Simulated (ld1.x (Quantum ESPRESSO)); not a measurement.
**sulfur (S): excitation energies, all-electron against TM**

sulfur (S), norm-conserving Troullier–Martins (Kleinman–Bylander form), made with ld1.x (Quantum ESPRESSO) 7.5 (LDA (PZ), scalar-relativistic). Core [Ne], reference 3s2 3p4. Waves: 3s (bound): rc 1.15 bohr; 3p (bound): rc 1.40 bohr. Local part: all-electron potential smoothed inside 0.90 bohr (lloc = -1). Core correction: a·sin(br)/r model core, default radius (core density twice the valence density).

Energies are relative to the spin-unpolarised reference configuration 3s2 3p4; without spin polarisation the order of configurations can differ from experiment. Spin-polarised rows fill each open shell by Hund’s rule, majority spin first.

```csv
valence configuration,charge,ΔE all-electron (eV),error AE − PS (meV)
3s2 3p3,+1,11.863,+10
3s2 3p2,+2,34.236,+75
3s2 3p1,+3,68.394,+287
3s2 3p4.3,-0.3,-1.741,+0.5
3s2 3p0,+4,115.377,+832
3s1 3p5,0,10.240,+0.8
3s2 3p4 (spin-polarised),0,-0.706,+11
```

What are ΔE and the potential's error for 3s0 3p6?

ΔE = 20.607 eV all-electron; the error (AE − PS) is -1.4 meV.

What are ΔE and the potential's error for 3s2 3p3 (spin-polarised)?

ΔE = 9.898 eV all-electron; the error (AE − PS) is +45 meV.

Levels in the configuration 3s2 3p1:

```csv
level,all-electron (eV),pseudo (eV)
3s,-52.284,-51.952
3p,-40.417,-40.079
```
